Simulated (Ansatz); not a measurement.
```yaml
crystal:
  periodic: [false, false, false]
  atoms:
    - {symbol: C, position_ang: [0.433187, 2.695237, -0.386131]}
    - {symbol: C, position_ang: [0.707883, 1.558058, -1.026403]}
    - {symbol: Zn, position_ang: [0.001141, -0.160171, -0.517988]}
    - {symbol: C, position_ang: [-0.705693, -1.866390, 0.029265]}
    - {symbol: C, position_ang: [-0.434969, -2.443345, 1.200768]}
    - {symbol: H, position_ang: [-0.221668, 2.737132, 0.481078]}
    - {symbol: H, position_ang: [0.849573, 3.653378, -0.694281]}
    - {symbol: H, position_ang: [1.378603, 1.642600, -1.882440]}
    - {symbol: H, position_ang: [-1.373128, -2.420166, -0.632301]}
    - {symbol: H, position_ang: [-0.851328, -3.408683, 1.485597]}
    - {symbol: H, position_ang: [0.216409, -1.987639, 1.942846]}
basis:
  gaussian: {orbitals: 6-31G, point_charges: [{charge: 2.00, position_ang: [4.802, 0.246, -0.888]}]}
hamiltonian: {xc: {name: PBE}}
output: {forces: true}
```

```sh
$ ansatz run in.yaml --threads 4 --pin off --events-out ev --progress --plain --max-ram 10444MiB
```

Output, abridged:

```
Functional definition: PBE
987 factors; integrals over basis functions are off by at most 2.5e-4 eV
mean field evaluation 1: about -52621.3244 eV, gradient 1.1e2 eV
mean field evaluation 2: about -52552.2702 eV, gradient 2.0e2 eV
mean field evaluation 4: about -52637.7223 eV, gradient 3.5e1 eV
mean field evaluation 8: about -52641.2347 eV, gradient 5.3e-1 eV
mean field evaluation 16: about -52641.2353 eV, gradient 1.4e-5 eV
mean field -52641.23529681 eV, -1934.5297156469 hartree, gradient 1.4e-5 eV, S^2 0.000000; 0 other end points of the search recorded, 0 dependent functions left out
reference -52641.23533966 eV, -1934.5297172218 hartree; 30, 30 occupied and 47, 47 virtual orbitals, 987 factors
Total energy: -52641.23533966 eV, -1934.5297172218 hartree
Atom 0 at     0.433187     2.695237    -0.386131 Å, force    -0.051590     0.862059     0.622035 eV/Å
Atom 1 at     0.707883     1.558058    -1.026403 Å, force     0.524932    -1.740826     0.049833 eV/Å
Atom 2 at     0.001141    -0.160171    -0.517988 Å, force    -0.504630    -0.229222    -0.032778 eV/Å
Atom 3 at    -0.705693    -1.866390     0.029265 Å, force     0.257411     1.016075    -1.088621 eV/Å
Atom 4 at    -0.434969    -2.443345     1.200768 Å, force     0.346247    -0.430750     0.861717 eV/Å
Atom 5 at    -0.221668     2.737132     0.481078 Å, force    -0.222925     0.040923     0.217389 eV/Å
Atom 6 at     0.849573     3.653378    -0.694281 Å, force    -0.052896     0.395102    -0.131331 eV/Å
Atom 7 at     1.378603     1.642600    -1.882440 Å, force     0.211621     0.081826    -0.642815 eV/Å
Atom 8 at    -1.373128    -2.420166    -0.632301 Å, force    -0.182000     0.044956    -0.360910 eV/Å
Atom 9 at    -0.851328    -3.408683     1.485597 Å, force    -0.166093    -0.217579     0.142599 eV/Å
Atom 10 at     0.216409    -1.987639     1.942846 Å, force     0.183286     0.107050     0.336408 eV/Å
Dipole moment:    -0.512870    -0.023250     0.175973 e Å
```

It took 1.2 s on 4 threads of an Arm Neoverse V1 on a shared host, with 0.59 GiB of host memory at the peak.
